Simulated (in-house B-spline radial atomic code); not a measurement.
A fraction x of an electron is removed from 4d in Sn⁴⁺, starting from [Kr] 4d10 and keeping the highest spin. Method: non-relativistic LDA PW92, spin-polarised, spherical fractional occupations, point nucleus. Calculated with a B-spline radial code for spherical atoms.

```
   x  E(x) - E(0) (eV)  4d down level (eV)
   0            0.0000             -68.650
0.09            6.2517             -70.279
0.15           10.5012             -71.370
0.31           22.1542             -74.297
0.46           33.5060             -77.065
 0.5           36.6034             -77.807
0.57           42.0955             -79.109
0.71           53.3539             -81.728
 0.8           60.7856             -83.422
0.98           76.1080             -86.833
   1           77.8485             -87.214
```

The exact functional would give a straight line between the two integer points. Deviations E(x) - E(0) - x[E(1) - E(0)], in eV: -0.755 at x = 0.09, -1.176 at x = 0.15, -1.979 at x = 0.31, -2.304 at x = 0.46, -2.321 at x = 0.5, -2.278 at x = 0.57, -1.919 at x = 0.71, -1.493 at x = 0.8, -0.184 at x = 0.98.

The curve lies below the straight line by up to 2.321 eV (at x = 0.5): convex, the delocalisation error that favours fractional charges.

Q: How well does Slater's transition state (minus the level at half occupation) give the ionisation energy?

A: It gives 77.807 eV against 77.849 eV from the two total energies; NIST lists 77.03 eV, ground level to ground level.
